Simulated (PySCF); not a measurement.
`C=C/C=C(\OC)C(=C)C#N`. Level of theory: PBE0-D3(BJ)/def2-SVP geometry optimisation, gas phase (PySCF).

```
atom  x, y, z in Å
C1     3.4007   -0.3748   -0.4035
C2     2.2299   -0.0491    0.1674
C3     0.9441   -0.4168   -0.3797
C4    -0.2392   -0.0646    0.1741
O5    -0.2920    0.6737    1.3164
C6    -0.4254    2.0661    1.1163
C7    -1.5447   -0.4790   -0.3649
C8    -2.7025   -0.2839    0.2976
C9    -1.5570   -1.1280   -1.6462
N10   -1.5553   -1.6481   -2.6820
H11    3.4422   -0.9443   -1.3370
H12    4.3526   -0.0828    0.0456
H13    2.2177    0.5136    1.1063
H14    0.9237   -1.0303   -1.2851
H15   -0.4872    2.5309    2.1090
H16    0.4465    2.4756    0.5782
H17   -1.3386    2.3103    0.5462
H18   -3.6567   -0.6040   -0.1223
H19   -2.6858    0.1881    1.2814
```

Q: What is the longest distance between nuclei?

A: H12···H18, 8.03 Å; the next longest distance is 7.21 Å.

Q: Work out the bond lengths C1–H11, C1–H12, C2–C3, C4–C7, O5–C6, C6–H16, C8–H19 in Å.

A: For C1–H11 the difference vector is (0.0415, -0.5695, -0.9335) Å, of length 1.0943 Å. C1–H11 1.094; C1–H12 1.092; C2–C3 1.445; C4–C7 1.472; O5–C6 1.413; C6–H16 1.103; C8–H19 1.091 Å.

Q: How far apart are these pairs, which share no bond: C2···H18, C9···H17, N10···H17, H13···H15?

A: C2···H18 5.920 Å (5 bonds apart); C9···H17 4.084 Å (5 bonds apart); N10···H17 5.112 Å (6 bonds apart); H13···H15 3.520 Å (6 bonds apart).

Q: What is the repulsion energy of the bare nuclei, Σ ZA·ZB/RAB?

A: 471.47 Eh over 171 pairs, with full nuclear charges and distances in bohr; the largest single term is 19.18 Eh (C9 with N10).

Q: Give the dihedral angles H14–C3–C4–O5, C4–O5–C6–H15, C4–O5–C6–H17, C3–C4–O5–C6, C2–C3–C4–O5, O5–C4–C7–C8.

A: H14–C3–C4–O5 179° (antiperiplanar); C4–O5–C6–H15 178° (antiperiplanar); C4–O5–C6–H17 59° (synclinal); C3–C4–O5–C6 95° (anticlinal); C2–C3–C4–O5 0° (synperiplanar); O5–C4–C7–C8 -8° (synperiplanar). Dihedral signs follow IUPAC: positive where, seen along the central bond, the front bond turns clockwise onto the rear one.

Q: How far are the heavy atoms from their best plane (unweighted least squares)?

A: 0.365 Å rms; C1 0.01, C2 0.14, C3 0.09, C4 0.18, O5 0.34, C6 0.86, C7 0.17, C8 0.46, C9 0.14, N10 0.39 Å (magnitudes).

Q: Where is the centre of mass (commonest isotopes), and what is the radius of gyration?

A: Mass 135.068 u; centre at (-0.162, -0.116, -0.193) Å; Rg = √(Σ m r²/M) = 2.398 Å. As Ia + Ib + Ic = 2 Σ m r², the three principal moments sum to 1553.0 u·Å².

Q: What are the angles C1–C2–H13, O5–C6–H16, H16–C6–H17, C4–C7–C8?

A: From the scalar product of the two bond vectors; for C1–C2–H13 it is -0.7336 Å² over 1.3427 × 1.0947 Å², cos θ = -0.4991. C1–C2–H13 119.9°; O5–C6–H16 111.1°; H16–C6–H17 108.6°; C4–C7–C8 122.8°.

Q: Write the matrix of distances between heavy atoms (Å, lower triangle).

A: 
```
C1    0.000
C2    1.343  0.000
C3    2.457  1.445  0.000
C4    3.698  2.469  1.353  0.000
O5    4.206  2.864  2.365  1.361  0.000
C6    4.786  3.525  3.206  2.337  1.413  0.000
C7    4.947  3.836  2.490  1.472  2.393  3.150  0.000
C8    6.144  4.940  3.711  2.476  2.787  3.373  1.348  0.000
C9    5.166  4.335  2.892  2.486  3.691  4.372  1.436  2.409  0.000
N10   5.601  5.000  3.614  3.521  4.793  5.431  2.595  3.472  1.159  0.000
```

Stationary, but not proved a minimum. One conformer, not necessarily the lowest.

Rough CPU time on one thread of a shared machine: about 4 min. These figures are those of the optimisation.
